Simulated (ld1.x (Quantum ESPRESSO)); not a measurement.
**What one change does to a pseudopotential (Gd, TM)**

Gd, norm-conserving Troullier–Martins (Kleinman–Bylander form), made with ld1.x (Quantum ESPRESSO) 7.5 (PBE, non-relativistic). Core [Xe] 4f7, reference 5d1 6s1 6p0 (charge +1). Waves: 6s (bound): rc 3.50 bohr; 6p (bound, empty): rc 3.15 bohr; 5d (bound): rc 2.05 bohr; 5f channel at -0.05 Ry: rc 3.80 bohr. Local part: all-electron potential smoothed inside 2.25 bohr (lloc = -2). Core correction: none.

All-electron outer shells of the reference configuration (PBE, non-relativistic, ld1.x):

```
shell  level (eV)  outermost node (bohr)  outermost maximum (bohr)
   4f      -19.18                      –                      0.56
   5d       -9.04                   0.79                      1.88
   6s       -8.65                   1.70                      3.42
   6p       -5.72                   1.94                      4.17
```

Change: scalar-relativistic.

Cutoffs: the cutoffs (Ry, on a coarse ladder) from which the occupation-weighted sum of valence levels, in a spherical-Bessel basis at the reference potential, stays within 10 and 1 mRy of its value at 400 Ry; they do not see the model core or the augmentation charge, which bear on the density cutoff. Errors are all-electron minus pseudo energies relative to the spin-unpolarised reference configuration.

How do hardness, ghosts and transferability respond?

The potential gets neither clearly harder nor softer (15 Ry and 18 Ry → 15 Ry and 18 Ry); the bound ghosts move from p, s to s; of the 7 tests that both files solve, the error grows in 1 and shrinks in 3 by more than 15 % and 0.3 meV (median size 40.7 → 47.0 meV).

| quantity | base | changed |
| --- | --- | --- |
| cutoff, loose | 15 Ry | 15 Ry |
| cutoff, tight | 18 Ry | 18 Ry |
| bound ghosts | s, p | s |
| error for 5d1 6s2 6p0, meV [ΔE -6.17 → -6.64 eV] | +10 | -10 |
| error for 5d1 6s0 6p0, meV [ΔE 11.31 → 12.10 eV] | +192 | +178 |
| error for 5d1 6s1.5 6p0, meV [ΔE -3.69 → -3.97 eV] | +6.0 | 0.0 |
| error for 5d0 6s2 6p0, meV [ΔE 0.79 → -0.60 eV] | +301 | +230 |
| error for 5d0 6s2 6p1, meV [ΔE -3.58 → -4.83 eV] | +268 | +218 |
| error for 5d1 6s0 6p1, meV [ΔE 2.95 → 3.58 eV] | +41 | +45 |
| error for 5d1 6s0 6p2, meV [ΔE -1.31 → -0.77 eV] | +37 | +47 |
| s: phases at 4.09 bohr within 0.05 rad from the reference energy up to (Ry; the scan ends near 5) | 1.1 | 1.4 |
| p: phases at 4.09 bohr within 0.05 rad from the reference energy up to (Ry; the scan ends near 5) | -0.3 | n/a |
| d: phases at 4.09 bohr within 0.05 rad from the reference energy up to (Ry; the scan ends near 5) | 3.5 | 3.6 |
| f: phases at 4.09 bohr within 0.05 rad from the reference energy up to (Ry; the scan ends near 5) | 2.4 | n/a |

 A true bound ghost makes a file unfit for plane-wave use even where its test errors are small: the radial tests pick states by their node count and pass the ghost by.
